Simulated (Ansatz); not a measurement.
MgMeI (CH3IMg), relaxed as a singlet with RKS PBE-D4/def2-TZVP in Ansatz, starting from the GFN2-xTB geometry. Force threshold 0.02 eV/Å.

In the def2 sets I takes a core potential; there is no spin–orbit coupling.

Start:

```
atom    x (Å)    y (Å)    z (Å)
 Mg1  -0.3488   0.6493  -0.8748
  C2   0.2800  -0.5169   0.7219
  H3   0.5200   0.0917   1.5916
  H4   1.1706  -1.0872   0.4668
  H5  -0.4871  -1.2268   1.0230
  I6  -1.1346   2.0900  -2.9285
```

```tsv
step	energy (eV)	largest force component (eV/Å)	SCF passes
1	-14628.3802	0.448	17
2	-14628.3996	0.105	20
3	-14628.4003	0.013	21
```

Force components are those of the run's own axes.

End:

Cartesian coordinates in Å:
```
Mg -0.351 0.649 -0.890
C 0.278 -0.513 0.717
H 0.518 0.111 1.590
H 1.180 -1.089 0.457
H -0.502 -1.228 1.017
I -1.123 2.070 -2.890
```

By distances, no bond broke or formed. The bond that changes most is Mg1–I6, from 2.63 to 2.57 Å (atoms count from 1).

No frequencies were taken in this run, so the end may be a saddle point.

Hardware: 4 threads of AMD EPYC 7B13 on a shared host. Wall time 3.2 s.
